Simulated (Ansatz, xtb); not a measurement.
# Relative energy of two isomers of C2H7AlCl2O

Structure a is `C[CH2][Al-]([OH2+])([Cl])[Cl]`, a singlet and structure b is `C[OH+][Al-]([CH3])([Cl])[Cl]`, a singlet. Both are isolated molecules in the gas phase, relaxed with PBE0-D4/def2-SVP; the shapes shown needn't be the lowest conformers.

a (Å):

```
atom    x (Å)    y (Å)    z (Å)
   C  -0.3051   0.3287  -1.3529
   C  -0.5013  -0.9046  -2.2382
  Al  -2.3438  -1.2228  -2.7704
  Cl  -3.2399   0.0392  -4.2584
  Cl  -3.7366  -1.9881  -1.3267
   O  -2.4344  -2.8500  -3.9110
   H   0.7504   0.4780  -1.0710
   H  -0.8806   0.2527  -0.4159
   H  -0.6362   1.2500  -1.8593
   H  -0.1318  -1.8080  -1.7195
   H   0.1113  -0.8168  -3.1540
   H  -2.8407  -2.5823  -4.7521
   H  -3.0559  -3.4609  -3.4813
```

b (Å):

```yaml
atoms:
  - { symbol: C, position_ang: [-1.7195, -2.3050, -1.7418] }
  - { symbol: C, position_ang: [0.1417, 1.3144, -1.8363] }
  - { symbol: Al, position_ang: [0.1806, -0.2722, -2.9488] }
  - { symbol: Cl, position_ang: [-0.2117, -0.1038, -5.0579] }
  - { symbol: Cl, position_ang: [1.5678, -1.8253, -2.4594] }
  - { symbol: O, position_ang: [-1.5043, -1.2441, -2.6752] }
  - { symbol: H, position_ang: [-1.4539, -1.9178, -0.7512] }
  - { symbol: H, position_ang: [-1.0786, -3.1662, -1.9767] }
  - { symbol: H, position_ang: [-2.7814, -2.5848, -1.7484] }
  - { symbol: H, position_ang: [-1.8205, -1.4629, -3.5672] }
  - { symbol: H, position_ang: [0.0911, 1.0635, -0.7640] }
  - { symbol: H, position_ang: [-0.7181, 1.9599, -2.0771] }
  - { symbol: H, position_ang: [1.0547, 1.9144, -1.9828] }
```

Question: Estimate E(b) − E(a) at the level CCSD(T)/def2-SVP + ΔMP2/def2-TZVPP.

Answer: Calculated at CCSD(T)/def2-SVP + ΔMP2/def2-TZVPP: E(b) − E(a) = +6.1 kcal/mol, so structure a lies lower.

How the difference moves with the method:

| level | geometry | E(b) − E(a) (kcal/mol) | departure from the last row (kcal/mol) | job, with rough time for the two |
| --- | --- | --- | --- | --- |
| GFN2-xTB | GFN2-xTB | −0.9 | −7.0 | optimisation, 0.38 s |
| HF/STO-3G | GFN2-xTB | −5.7 | −11.8 | single point, 0.4 s |
| r2SCAN-D4/def2-SVP | GFN2-xTB | +3.4 | −2.7 | single point, 3.8 s |
| PBE0-D4/def2-SVP | PBE0-D4/def2-SVP | +5.5 | −0.5 | optimisation, 75 s |
| HF/def2-SVP | PBE0-D4/def2-SVP | +2.3 | −3.8 | part of the CCSD(T) run |
| MP2/def2-SVP | PBE0-D4/def2-SVP | +6.7 | +0.7 | part of the CCSD(T) run |
| CCSD(T)/def2-SVP | PBE0-D4/def2-SVP | +5.5 | −0.6 | single point |
| CCSD(T)/def2-SVP + ΔMP2/def2-TZVPP | PBE0-D4/def2-SVP | +6.1 |  | single point, 32 s |

As drawn, b has 1 C–O, 1 C–H in place of 1 C–C, 1 O–H.

GFN2-xTB, HF/STO-3G put the two in the other order. The largest departure from CCSD(T)/def2-SVP + ΔMP2/def2-TZVPP is that of HF/STO-3G, 11.8 kcal/mol. The last row adds to CCSD(T) the change of the MP2 difference between the two basis sets, here +0.6 kcal/mol.

With thermal terms from frequencies at re-optimised GFN2-xTB minima (ideal gas, soft modes damped towards free rotors, one conformer each, 298.15 K, 1 atm): the zero-point term adds +0.3 kcal/mol; ΔH is +6.2 and ΔG +6.3 kcal/mol.

The correlated steps freeze 18 core orbitals. Run with Ansatz 0.2.0, xtb 6.7.1; the last row on 2 threads of Intel(R) Xeon(R) 6975P-C (Granite Rapids) on a shared host.
